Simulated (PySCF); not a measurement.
C6H13FOSi2.
Geometry (GFN2-xTB, Å), atoms numbered from 1 in this order:
```xyz
23
C6H13FOSi2 angstrom
C     -3.034   -1.180    0.076
C     -1.985   -1.619   -0.601
Si    -0.536   -0.548   -1.130
F     -0.285   -0.760   -2.716
O     -0.939    1.007   -1.003
Si    -1.081    2.531   -0.467
C      1.086   -0.892   -0.217
C      1.086   -0.757    1.322
C      2.379    0.065    1.240
C      2.192    0.186   -0.277
H     -3.853   -1.822    0.362
H     -3.120   -0.144    0.364
H     -1.946   -2.668   -0.869
H     -0.701    2.542    0.947
H     -2.488    2.872   -0.658
H     -0.175    3.349   -1.269
H      1.493   -1.861   -0.510
H      1.145   -1.689    1.880
H      0.242   -0.180    1.695
H      3.262   -0.510    1.511
H      2.385    1.001    1.795
H      3.057   -0.057   -0.891
H      1.812    1.162   -0.576
```

Probes without a nucleus sit at each ring's centroid and 1 Å off its mean plane on both sides; NICS is minus the shielding there, NICSzz its component along the normal. Level: GIAO PBE0/pcSseg-1 (PySCF, non-relativistic, gas phase) on the GFN2-xTB geometry, one conformer.

Ring bond lengths (Å), with Mayer bond orders in brackets: C7–C8 1.544 (1.01), C8–C9 1.534 (1.05), C9–C10 1.533 (1.05), C10–C7 1.545 (1.02).

Give the NICS values of each ring in ppm.

```csv
ring,type,NICS(0),"NICS(1), two faces","NICS(1)zz, two faces",rms pucker (Å),"centre to ring atoms, mean (Å)"
C7–C8–C9–C10,4-membered carbocycle; formal bonds all single,1.4,0.5 / 0.0,4.8 / 4.3,0.08,1.09
```

What can be read from them?

- C7–C8–C9–C10: mean NICS(1)zz 4.5 ppm, deshielded. C7, C8, C9, C10 have four or more neighbours, so the value isn't read as a sign of a π ring current.
